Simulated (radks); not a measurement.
Rh III, 43 electrons, occupied as [Ar] 3d10 4p6 4d9 (not the ground configuration). Method: Dirac Kohn-Sham, exchange-only LDA, spin-unpolarised, spherical densities, point nucleus; open shells fill j = l - 1/2 first; computed with a radial shooting solver on a logarithmic mesh with Libxc functionals.

Normalised radial functions P(r) = r R(r) (large component), r in bohr:

r           3p3/2    4p1/2    4d5/2
0.004215   0.0180   0.0118   0.0001
0.005533   0.0299   0.0181   0.0001
0.007205   0.0485   0.0274   0.0003
0.009382   0.0777   0.0416   0.0006
0.01222    0.1227   0.0626   0.0012
0.01603    0.1924   0.0942   0.0026
0.02088    0.2901   0.1373   0.0054
0.02719    0.4228   0.1941   0.0108
0.03569    0.5940   0.2649   0.0215
0.04647    0.7755   0.3360   0.0408
0.06051    0.9276   0.3884   0.0740
0.07879    0.9730   0.3876   0.1275
0.1034     0.8039   0.2878   0.2080
0.1347     0.3542   0.0695   0.3066
0.1753    -0.3499  -0.2382   0.4042
0.2283    -1.1200  -0.5209   0.4573
0.2997    -1.6598  -0.6005   0.4049
0.3902    -1.6970  -0.3379   0.2064
0.5081    -1.2862   0.2141  -0.1267
0.6617    -0.7127   0.8011  -0.5086
0.8685    -0.2662   1.1124  -0.8095
1.131     -0.0659   1.0042  -0.9021
1.473     -0.0096   0.6517  -0.7959
1.933     -0.0007   0.2980  -0.5678
2.517     0.0000   0.0968  -0.3322
3.277     0.0000   0.0203  -0.1518
4.267     0.0000   0.0024  -0.0505

3p3/2: eigenvalue -500.75 eV, 1 radial node at r = 0.155 bohr, <r> = 0.394 bohr, 90 % of the charge inside 0.594 bohr. 4p1/2: eigenvalue -76.061 eV, 2 radial nodes at r = 0.144, 0.463 bohr, <r> = 1.04 bohr, 90 % of the charge inside 1.54 bohr. 4d5/2: eigenvalue -26.541 eV, 1 radial node at r = 0.464 bohr, <r> = 1.40 bohr, 90 % of the charge inside 2.21 bohr.
